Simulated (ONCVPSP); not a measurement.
**LDA (Perdew-Wang 92) ONCV dataset for holmium, scalar-relativistic all-electron reference.**

```json
{
  "Element": "holmium (Ho)",
  "Generator": "ONCVPSP 4.0.1",
  "Type": "optimised norm-conserving Vanderbilt (ONCV)",
  "Functional": "LDA (Perdew-Wang 92)",
  "Relativity": "scalar-relativistic",
  "Frozen core": "[Kr] 4d10",
  "Valence charge": "21",
  "Reference configuration": "4f11 5s2 5p6 6s2",
  "Partial waves": "5s+6s: rc 2.20 bohr, ncon 4, nbas 9, qcut 7 1/bohr, 2 projectors; 5p: rc 2.15 bohr, ncon 5, nbas 10, qcut 6.8 1/bohr, 2 projectors, debl 3.4 Ha; d scattering state at 0.46 Ha: rc 2.25 bohr, ncon 4, nbas 8, qcut 4.5 1/bohr, 2 projectors, debl 2.9 Ha; 4f: rc 0.90 bohr, ncon 3, nbas 8, qcut 18.3 1/bohr, 2 projectors, debl 3 Ha",
  "Local potential": "polynomial inside 0.80 bohr (lpopt 5, dvloc0 6 Ha)",
  "Core correction": "polynomial model core, fcfact 0.3"
}
```

In the d channel the program set the typed energies aside and used 0.050, 2.950 Ha.

All-electron outer shells of the reference configuration (LDA (PZ), scalar-relativistic, ld1.x):

| shell | level (eV) | outermost node (bohr) | outermost maximum (bohr) |
| --- | --- | --- | --- |
| 5s | -50.52 | 0.61 | 1.13 |
| 5p | -26.00 | 0.66 | 1.29 |
| 6s | -3.95 | 1.54 | 3.35 |
| 4f | -3.36 | – | 0.52 |

Task: Does the generator finish with these settings?

Result: Yes, a potential is produced and its reference levels are reproduced.

Task: Estimate the cutoffs (Ha) at which the residual kinetic energy of the hardest occupied pseudo-wave falls to 1 and 0.1 mHa per electron.

Result: 143 Ha and 161 Ha.

Task: What does a ghost test show?

Result: Ghosts flagged at negative energy: s at -258.9 eV; GHOST(+) flagged for p at 66.3 eV. A true bound ghost makes a file unfit for plane-wave use.

Task: Which valence shell sets the plane-wave cutoff?

Result: 4f: 143 Ha for 1 mHa per electron, against 14 Ha for 5p.

Tests left out (the all-electron energies of this program are off by 10 to 40 meV for near-neutral 4f atoms).
